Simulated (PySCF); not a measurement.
Some computed properties have been withheld. Give your best values.

C7H14OS.
SMILES: `C[C@@H](C1CCC1)[S@@](C)=O`

Conformer (atom-mapped SMILES and torsion angles): `[CH3:1][C@@H:2]([CH:3]1[CH2:4][CH2:5][CH2:6]1)[S@@:7]([CH3:8])=[O:9]`: C1–C2–C3–C4 -52°, C1–C2–S7–C8 162°.

```csv
property,level,value
point group of the GFN2-xTB geometry,GFN2-xTB,?
"rotational constants A, B, C of the GFN2-xTB geometry",GFN2-xTB,?
dipole moment,PBE0/pcSseg-1,?
HOMO energy,PBE0/pcSseg-1,-6.46 eV
LUMO energy,PBE0/pcSseg-1,?
13C chemical shifts (computed TMS as zero) by class,GIAO PBE0/pcSseg-1,?
1H chemical shifts (computed TMS as zero) by class,GIAO PBE0/pcSseg-1,"3.37 (1 H), 2.38 (1 H), 2.16 (3 H), 2.15 (1 H), 2.14 (1 H), 1.96 (1 H), 1.88 (1 H), 1.79 (1 H), 1.75 (1 H), 1.12 (3 H) ppm"
"isotropic shieldings of nuclei other than C and H, by class",GIAO PBE0/pcSseg-1,?
```

Electronic properties: PySCF, gas phase, density fitting. NMR classes are plain means over equivalent atoms (diastereotopic ones count apart unless rotation or inversion swaps them), as if these changed places fast; in this geometry the members of some classes differ.

Problem. What is the dipole moment?

Solution. 3.50 D.

Problem. Give the rotational constants A, B, C of the GFN2-xTB geometry.

Solution. 2.158, 0.972, 0.805 GHz.

Problem. What are the isotropic shieldings of nuclei other than C and H, by class?

Solution. 299 (1 O), 183 (1 S) ppm.

Problem. What is the point group of the GFN2-xTB geometry?

Solution. C1.

Problem. The 13C chemical shifts (computed TMS as zero) by class?

Solution. 70.0 (1 C), 44.7 (1 C), 32.3 (1 C), 28.0 (1 C), 27.3 (1 C), 18.8 (1 C), 15.8 (1 C) ppm.

Problem. What is the LUMO energy?

Solution. 0.96 eV.

A dipole of 3.50 D is allowed in C1, and pure rotational transitions are dipole-allowed. With B = h/(8π²I), that is 505.379 GHz u Å² over I, the principal moments of inertia are 234.2, 520.0 and 627.8 u Å² (most abundant isotopes). The rotational constants make it an asymmetric top with κ = (2B − A − C)/(A − C) = -0.75, nearer the prolate limit (−1).

For the NMR shielding job (PBE0/pcSseg-1), on one thread, x86-64 server (shared host), this took 46 s wall.

One conformer stands for the species.
